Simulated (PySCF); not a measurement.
CAM-B3LYP single point of singlet ScI3 at its PBE0 minimum.

Input, equivalent to the run apart from its starting density:

```python
from pyscf import gto, scf, dft
mol = gto.M(atom='''
Sc     0.000000    -0.000000    -0.000000
I      2.632518    -0.000018     0.000001
I     -1.316244     2.279836     0.000000
I     -1.316274    -2.279818    -0.000001''',
    basis={'Sc': 'def2-SVP', 'I': 'def2-SVP'},
    ecp={'I': 'def2-SVP'},
    charge=0, spin=0)
mf = dft.RKS(mol, xc='CAMB3LYP')
mf.grids.atom_grid = (75, 302)
aux = {'Sc': 'def2-universal-JKFIT', 'I': 'def2-universal-JKFIT'}
mf = mf.density_fit(auxbasis=aux)
mf.conv_tol = 1e-08
mf.diis_space = 10
mf.max_cycle = 60
mf.verbose = 4
mf.kernel()
```

Excerpt of the output:

```
init E= -1653.95946
  HOMO = -0.323199930420894  LUMO = -0.0797475454787938  gap/eV = 6.62468
cycle= 1 E= -1653.95953350576  delta_E= -7.35e-05  |g|= 0.0459  |ddm|= 0.138
  HOMO = -0.323016175995083  LUMO = -0.10642864534607  gap/eV = 5.89365
cycle= 2 E= -1653.95706026745  delta_E= 0.00247  |g|= 0.0928  |ddm|= 0.203
  HOMO = -0.322961225291025  LUMO = -0.0893572039169398  gap/eV = 6.35669
cycle= 3 E= -1653.96037716362  delta_E= -0.00332  |g|= 0.00108  |ddm|= 0.128
  HOMO = -0.323031654933715  LUMO = -0.089148577958059  gap/eV = 6.36428
cycle= 4 E= -1653.96037811311  delta_E= -9.49e-07  |g|= 0.000562  |ddm|= 0.00329
  HOMO = -0.323041565022516  LUMO = -0.0892584775861712  gap/eV = 6.36156
cycle= 5 E= -1653.96037832832  delta_E= -2.15e-07  |g|= 0.000132  |ddm|= 0.00188
  HOMO = -0.323048155373715  LUMO = -0.0892739810514491  gap/eV = 6.36132
cycle= 6 E= -1653.96037834495  delta_E= -1.66e-08  |g|= 2.85e-05  |ddm|= 0.000492
  HOMO = -0.323046268824447  LUMO = -0.0892724886225049  gap/eV = 6.36131
cycle= 7 E= -1653.96037834619  delta_E= -1.24e-09  |g|= 9.81e-06  |ddm|= 0.000144
  HOMO = -0.323047926877958  LUMO = -0.0892705235361507  gap/eV = 6.36141
Extra cycle  E= -1653.96037834618  delta_E= 8.64e-12  |g|= 1.14e-05  |ddm|= 3.1e-05
converged SCF energy = -1653.96037834618
```

This run, together with those of the ionised and electron-attached species (not shown), took 21 s on 2 threads of a shared Arm Neoverse N1 host, with 109 basis functions; the process peaked at 1.1 GiB.
